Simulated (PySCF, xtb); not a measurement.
C3H6N2Si, SMILES CC1=NC=N[SiH2]1.

GFN2-xTB run with xtb at its own geometry gives an orbital gap of 1.82 eV and a dipole moment of 3.02 D.

Coordinates come from a PBE0-D3(BJ)/def2-SVP optimisation. The structure was generated by enumeration, and PubChem lists no compound with its InChIKey, so it may never have been made.

Q: What does CAM-B3LYP/def2-TZVP in PySCF give? (Estimate from the structure and the level; the computed values follow.)

A: gap 7.85 eV (levels -8.77 and -0.93 eV), dipole 2.58 D.
